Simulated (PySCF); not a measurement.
Electric field gradients and quadrupole coupling constants

Compound: C₈H₇F₃O.
Geometry (PBE0-D3(BJ)/def2-SVP, Å), atoms numbered from 1 in this order:
```
atom  x, y, z in Å
C1    -0.4964    2.6662    0.2983
C2     0.3284    1.6604    0.0039
C3     1.7508    1.5121   -0.3913
C4     1.6317    0.1574   -0.4602
C5     2.5744   -0.9375   -0.8092
F6     3.8254   -0.4903   -0.9147
F7     2.2485   -1.5165   -1.9713
F8     2.5567   -1.9001    0.1210
C9     0.2118    0.1696   -0.0701
C10   -0.7391   -0.7481    0.1423
O11   -1.9874   -0.4084    0.4992
C12   -2.8575   -1.4697    0.7960
H13   -0.1532    3.7033    0.2797
H14   -1.5359    2.4647    0.5639
H15    2.5723    2.2081   -0.5600
H16   -0.5267   -1.8177    0.0213
H17   -3.8247   -1.0289    1.0684
H18   -2.4898   -2.0718    1.6452
H19   -3.0021   -2.1316   -0.0762
```

Field gradients from the PBE0/pcSseg-1 density (PySCF, non-relativistic), principal values in atomic units, ordered |Vxx| ≤ |Vyy| ≤ |Vzz|:

| atom | Vxx | Vyy | Vzz |
| --- | --- | --- | --- |
| O11 | -0.3046 | -1.5998 | 1.9044 |

Find the asymmetry η = (Vxx − Vyy)/Vzz and the couplings χ = eQV/h (234.96 MHz × Q in barn × V in au), with Q(17O) = −0.0256 b.

| atom | environment | nucleus | η | χzz (MHz) | χxx (MHz) | χyy (MHz) |
| --- | --- | --- | --- | --- | --- | --- |
| O11 | ether oxygen | 17O | 0.68 | -11.46 | 1.83 | 9.62 |

What is Vzz at O11 in SI units (1 au = 9.71736 × 10²¹ V/m²)?

1.9044 au = 18.506 × 10²¹ V/m².

What couplings would deuterons (Q(2H) = 0.00286 b) have in place of the hydrogens, at this geometry?

```
atom  bonded to  bond length (Å)  Vzz (au)     η  χzz (kHz)
 H13         C1            1.093    0.3078  0.05        207
 H14         C1            1.092    0.3067  0.05        206
 H15         C3            1.090    0.3108  0.04        209
 H16        C10            1.097    0.2873  0.13        193
 H17        C12            1.097    0.2883  0.08        194
 H18        C12            1.104    0.2748  0.09        185
 H19        C12            1.104    0.2745  0.09        184
```

Isolated species at its PBE0-D3(BJ)/def2-SVP geometry (one conformer only). With so small a basis the couplings can be 20 % off.

These values come from a run that also computed NMR shieldings. Hardware: 2 threads, AMD EPYC 7R43 (x86_64), on a shared host. Cost: 28 s wall, 69 s CPU, 1.9 GiB resident at most.
